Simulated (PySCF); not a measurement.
Radial density of Xe (xenon, neutral)

UHF, [Xe], closed-shell 1S. Computed with PySCF 2.14 in x2c-TZVPall (8s6p4d2f, 60 functions), with scalar relativity by spin-free X2C-1e.

```
r (bohr)  4πr²ρ (e/bohr)
  0.0242           67.27
  0.0408           61.99
  0.0686           87.02
   0.115           76.98
   0.194           71.39
   0.326           55.24
   0.549           26.62
   0.923           20.38
    1.55           6.034
    2.61           2.768
    4.39          0.2797
    7.39       0.0005959
```

Densities and radii are taken from the X2C orbitals without a picture-change correction, which distorts them close to the nucleus.
